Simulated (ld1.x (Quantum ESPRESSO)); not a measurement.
## What one change does to a pseudopotential (gallium (Ga), TM semilocal)

Ga, norm-conserving Troullier–Martins (semilocal form), made with ld1.x (Quantum ESPRESSO) 7.5 (PBEsol, scalar-relativistic). Core [Ar] 3d10, reference 4s2 4p0.5 (charge +0.5). Waves: 4s (bound): rc 1.90 bohr; 4d channel at 0.35 Ry: rc 1.70 bohr; 4p (bound): rc 1.80 bohr. Local part: the p channel. Core correction: none.

All-electron outer shells of the reference configuration (PBEsol, scalar-relativistic, ld1.x):

```json
{"shell": "4s", "level (eV)": "-12.45", "outermost node (bohr)": "0.81", "outermost maximum (bohr)": "1.87"}
{"shell": "4p", "level (eV)": "-5.62", "outermost node (bohr)": "0.87", "outermost maximum (bohr)": "2.41"}
```

Change: core correction a·sin(br)/r model core inside 0.86 bohr.

Cutoffs: the cutoffs (Ry, on a coarse ladder) from which the occupation-weighted sum of valence levels, in a spherical-Bessel basis at the reference potential, stays within 10 and 1 mRy of its value at 400 Ry; they do not see the model core or the augmentation charge, which bear on the density cutoff. Errors are all-electron minus pseudo energies relative to the spin-unpolarised reference configuration.

Q: How do hardness, ghosts and transferability respond?

A: The potential gets neither clearly harder nor softer (15 Ry and 35 Ry → 15 Ry and 35 Ry); of the 7 tests that both files solve, the error grows in 5 and shrinks in 1 by more than 15 % and 0.3 meV (median size 11.7 → 13.2 meV); neither file shows a bound ghost. A semilocal file is local in each channel, so a ghost entry of none says nothing of the separable form that plane-wave codes build from it. A model core, the more so a compact one, raises the density cutoff, which this test does not measure.

```csv
quantity,base,changed
"cutoff, loose",15 Ry,15 Ry
"cutoff, tight",35 Ry,35 Ry
bound ghosts,none,none
"error for 4s2 4p1, meV [ΔE -2.03 eV]",+0.5,-1.3
"error for 4s2 4p0, meV [ΔE 3.65 eV]",-0.1,-4.8
"error for 4s1 4p0, meV [ΔE 24.79 eV]",+21,-158
"error for 4s0 4p3, meV [ΔE 11.36 eV]",+72,-62
"error for 4s2 4p1.3, meV [ΔE -2.56 eV]",+1.2,-2.2
"error for 4s1 4p2, meV [ΔE 4.52 eV]",+19,-13
"error for 4s1 4p1, meV [ΔE 11.06 eV]",+12,-37
s: phases at 2.06 bohr within 0.05 rad from the reference energy up to (Ry; the scan ends near 5),3.8,3.8
p: phases at 2.06 bohr within 0.05 rad from the reference energy up to (Ry; the scan ends near 5),4.4,4.4
d: phases at 2.06 bohr within 0.05 rad from the reference energy up to (Ry; the scan ends near 5),0.6,0.6
```
